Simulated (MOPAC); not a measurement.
MOPAC input (PM6):

```
PM6 FORCE THERMO(298,298) PRECISE LET UHF MS=0.5 GEO-OK AUX(PRECISION=9) THREADS=1
H2Sb

Sb   -0.01195638 1   -0.01453093 1    0.02843038 1
H    -0.61121985 1    1.28771996 1   -0.91995036 1
H     1.38387247 1   -0.34869308 1   -0.91729558 1
```

Task: Which zero-point energy does it print?

Result: 7.26 kcal/mol, from the harmonic wavenumbers of PM6.
